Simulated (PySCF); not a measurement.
SMILES [CH3][Al]([Cl])[CH3] (C2H6AlCl) (PBE0/def2-SVP optimised geometry):

```
10

Al    -0.081     0.005     0.000
C     -0.949    -1.738     0.001
H     -2.043    -1.671    -0.115
H     -0.744    -2.269     0.946
H     -0.557    -2.379    -0.806
C     -0.948     1.749     0.000
H     -0.721     2.292    -0.933
H     -0.573     2.379     0.824
H     -2.044     1.682     0.091
Cl     2.044     0.005     0.000
```

Computed with PBE0/def2-TZVP run with PySCF.

Question: What are the frontier orbital energies and the dipole moment?

Answer: HOMO-2 -9.11 eV, HOMO-1 -9.05 eV, HOMO -7.92 eV, LUMO -0.67 eV, LUMO+1 -0.02 eV; dipole moment 2.10 D.

On the same geometry PBE/def2-TZVP run with PySCF 2.14.0 gives HOMO-2 -7.67 eV, HOMO-1 -7.66 eV, HOMO -6.64 eV, LUMO -1.45 eV, LUMO+1 -0.78 eV; dipole moment 2.02 D.

Meta-Löwdin charges at PBE0/def2-TZVP: Al1 0.89, C2 -0.67, H3 0.13, H4 0.14, H5 0.14, C6 -0.67, H7 0.14, H8 0.14, H9 0.13, Cl10 -0.36.
